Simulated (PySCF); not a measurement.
# Tc⁺: excitation energy

Tc⁺ [Kr] 4d5 5s1 (7S) → Tc⁺ [Kr] 4d4 5s1 5p1 (high-spin determinant), as a difference of total energies. Computed with PySCF 2.14 in aug-cc-pVDZ-PP with ECP28MDF (5s5p4d2f, 54 functions), with a scalar-relativistic core potential. Correlated levels: valence: 4s2 4p6 frozen. The calculations carry no spin-orbit coupling.

| method | excitation energy (eV) |
| --- | --- |
| UHF | 8.193 |
| MP2 (valence) | 8.635 |
| SCS-MP2 (valence) | 8.340 |
| CCSD (valence) | 8.633 |
| CCSD(T) (valence) | 8.633 |

Q: How much does correlation contribute at CCSD(T) (valence)?

A: 8.633 − (8.193) = 0.440 eV, measured against UHF.

The determinant of the upper state mixes LS terms, which raises its energy above the lowest term, most at the Hartree-Fock and MP2 levels.
